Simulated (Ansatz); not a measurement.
`OB[Si](F)([SiH3])Cl` + `N=C(N)F` → `F[Si](F)([SiH3])Cl` + `N=C(N)BO`  (formal exchange of groups at the Si–B bond)

Program: Ansatz. Geometries: PBE0-D4/def2-TZVP. ΔE: electronic, gas phase. CBS: MP2 limit from def2 TZ/QZ plus the TZ coupled-cluster correction, frozen cores. This one scheme is used for every species. DFT in def2-TZVPP. B3LYP here is the variant with VWN-RPA as its local correlation; programs differ in this. One conformer a species, not always the lowest.

```tsv
level	ΔE (kJ/mol)
r2SCAN-D4	-201.2
ωB97X-V	-197.7
B2PLYP	-211.5
B3LYP	-202.9
HF/def2-TZVPP	-210.2
SCS-MP2/def2-TZVPP	-218.6
CCSD/def2-TZVPP	-212.4
MP2/CBS(def2)	-227.5
```

Q: What does CCSD(T)/CBS give? (Estimate.)

A: Ansatz gave: -217.8 kJ/mol. The listed levels differ from it by 16.6, 20.1, 6.3, 14.9, 7.6, -0.8, 5.4, -9.7 kJ/mol.

Largest T1 diagnostic among the species: 0.014.

From PBE to PBE0 (25 % exact exchange), in def2-TZVPP and without D4, ΔE moves by −5.7 kJ/mol.
